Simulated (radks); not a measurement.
Q: All-electron atom: Ca14+ in [He] 2s2 2p2. Method: Dirac Kohn-Sham, PBE, spin-unpolarised, spherical densities, finite nucleus; open shells are shared between the two j in proportion to 2j + 1; Fermi nuclear charge, rms radius 3.4776 fm; computed with a radial shooting solver on a logarithmic mesh with Libxc functionals. Some entries of the table are withheld. Estimate them.

orbital,occ.,eigenvalue (hartree),<r> (bohr)
1s1/2,2,-168.3119,0.07649
2s1/2,2,-33.39818,0.3333
2p1/2,0.666667,-31.37621,(1)
2p3/2,1.33333,-31.20056,(2)
3s1/2,0,(3),0.8044
3p1/2,0,-12.64963,0.7756
3p3/2,0,-12.60508,0.7785
3d3/2,0,-11.89697,(4)
3d5/2,0,-11.88659,(5)

A: 
(1) 2p1/2 <r> (bohr): 0.2887
(2) 2p3/2 <r> (bohr): 0.2907
(3) 3s1/2 eigenvalue (hartree): -13.27700
(4) 3d3/2 <r> (bohr): 0.6821
(5) 3d5/2 <r> (bohr): 0.6830
